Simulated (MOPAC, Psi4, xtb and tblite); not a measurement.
Relaxed torsion scan: SMILES [GeH3]/[CH]=C\c1cccs1. Scanned: dihedral C2–C3–C4–S8; all other coordinates were relaxed at GFN2-xTB. Points at φ and −φ are mirror images. Heavy atoms are numbered in the order of the SMILES [GeH3]/[CH]=C\c1cccs1, hydrogens after them in the order of the atoms that carry them; the mirror image has the same energies with the sign of each dihedral reversed.

AM1, restricted, heats of formation // GFN2-xTB (MOPAC); B3LYP-D3(BJ)/def2-SVP // GFN2-xTB (Psi4); GFN2-xTB (xtb and tblite); PBE-D3(BJ)/def2-SVP // GFN2-xTB (Psi4).

Energies relative to the lowest point of each profile, in kJ/mol:

```tsv
φ / °	AM1	B3LYP-D3(BJ)/def2-SVP	GFN2-xTB
-150	5.4	1.1	8.5
-120	8.7	8.6	16.0
-90	10.0	17.1	23.9
-60	7.9	12.3	14.5
-30	2.4	4.4	3.9
0	0.0	0.5	0.0
30	2.4	4.4	3.9
60	7.9	12.3	14.5
90	10.0	17.1	23.9
120	8.7	8.6	16.0
150	5.4	1.1	8.5
180	5.7	0.0	8.3
```

Problem. What does PBE-D3(BJ)/def2-SVP give at the same points?

Solution. -150: 3.1; -120: 12.6; -90: 22.2; -60: 15.6; -30: 5.0; 0: 0.0; 30: 5.0; 60: 15.6; 90: 22.2; 120: 12.6; 150: 3.1; 180: 0.8 (kJ/mol).
